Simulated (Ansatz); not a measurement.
Mulliken charges of CH2ClInSe (`[Cl][In]1[CH2][Se]1`) from ωB97M-V/def2-TZVPP in Ansatz (PBE0-D4/def2-TZVP geometry).

```
atom   x (Å)   y (Å)   z (Å)  charge (e)
 Cl1   0.111  -3.171   1.193      -0.273
 In2  -0.020  -1.065   0.334       0.616
  C3   0.197   0.978  -0.104      -0.419
 Se4  -1.183   0.248  -1.430      -0.244
  H5  -0.219   1.701   0.588       0.160
  H6   1.113   1.308  -0.581       0.160
```

Q: By hand: the dipole of these point charges (1 e Å = 4.8032 D).

A: Σ q r = (0.307, 0.221, 0.274) e Å, of length 0.467 e Å = 2.24 D.

Q: How does the dipole of the full density compare? (Best estimate.)

A: The calculation gave: (0.332, 0.088, 0.348) e Å, 2.35 D; the point charges give 0.95 times that, at 18° from its direction.

Point charges leave out the atoms' own dipoles, such as those of lone pairs, and Mulliken's split depends on the basis, so the two needn't agree.
